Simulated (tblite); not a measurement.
C2H9OSSi2 (doublet state).
Z-matrix (Å and degrees, GFN2-xTB geometry), rows numbered from 1:
```
C 
S   1  1.8196
Si  2  2.1346  1  101.08
C   3  1.8911  2  108.38  1  -177.11
Si  3  2.4742  2  106.29  1   -59.80
O   5  1.5210  3  101.31  2    52.38
H   1  1.0845  2  106.64  3   167.32
H   1  1.0851  2  109.35  3   -73.59
H   1  1.0869  2  109.17  3    47.85
H   3  1.4632  2  109.23  1    59.20
H   4  1.0863  3  111.29  2    52.32
H   4  1.0855  3  110.29  2   -67.14
H   4  1.0849  3  111.30  2   173.09
H   5  1.4688  3   95.95  2   176.20
H   5  1.4673  3   99.89  2   -72.92
```

Calculated harmonic vibrations of the isolated species, GFN2-xTB (tblite), most abundant isotopes, no scaling. Errors from tens to a few hundred cm⁻¹ against measured bands are possible. Modes of hydrogen on silicon can be 10 to 20 % off. One conformer, not necessarily the lowest. Open shells enter through the occupations alone, without spin polarisation, and single modes of such species can be off by tens of per cent.

Harmonic wavenumbers (cm⁻¹): 49.7, 77.4, 88.8, 106.9, 113.9, 144.7, 154.0, 183.7, 231.1, 239.1, 422.4, 506.5, 519.9, 578.8, 594.1, 705.0, 720.6, 763.7, 808.9, 822.0, 841.6, 959.3, 974.3, 1304.6, 1325.9, 1355.0, 1434.3, 1446.8, 1461.8, 1466.4, 2159.3, 2198.6, 2236.1, 3019.0, 3036.3, 3040.5, 3043.6, 3050.6, 3065.0.

A = 1927, B = 1560, C = 944.9 MHz; mass 136.991 u (most abundant isotopes); point group C1, symmetry number 1; spin multiplicity 2.

**Question.** Zero-point energy?

**Answer.** Half the sum of the wavenumbers: 22625 cm⁻¹ = 270.66 kJ/mol.

**Question.** What is S at 298.15 K and 1 bar for an ideal gas of classical rigid rotors and harmonic oscillators?

**Answer.** Translation 170.22, rotation 121.82, vibration 147.06, spin (R ln 2) 5.76: S = 444.9 J/(mol K).

**Question.** And Cp and H(298.15 K) − H(0)?

**Answer.** Cp = 162.01 J/(mol K), of which vibrations give 128.75 (their classical limit is 39 R = 324.3); H(298.15 K) − H(0) = 31.98 kJ/mol without the zero-point energy, 22.06 from vibrations.

**Question.** Blend soft modes into free rotors: weight 1/[1 + (100 cm⁻¹/ν̃)⁴] for the oscillator and the rest for a rotor with moment μB/(μ + B), μ = h/(8π²ν), B = 10⁻⁴⁴ kg m². What vibrational entropy results?

**Answer.** 135.58 J/(mol K) in place of 147.06, which changes −T·S at 298.15 K by +3.42 kJ/mol.

**Question.** What must be added to the electronic energy to get the Gibbs energy at 298.15 K and 1 bar?

**Answer.** ZPE + [H(298.15 K) − H(0)] − T·S = 270.66 + 31.98 − 132.64 = 170.00 kJ/mol.

Hindered rotation and anharmonicity are outside this model. Other conformers, if any are populated, would add a mixing term that is left out. The structure is chiral; the term R ln 2 for an equal mix with its mirror image is left out.
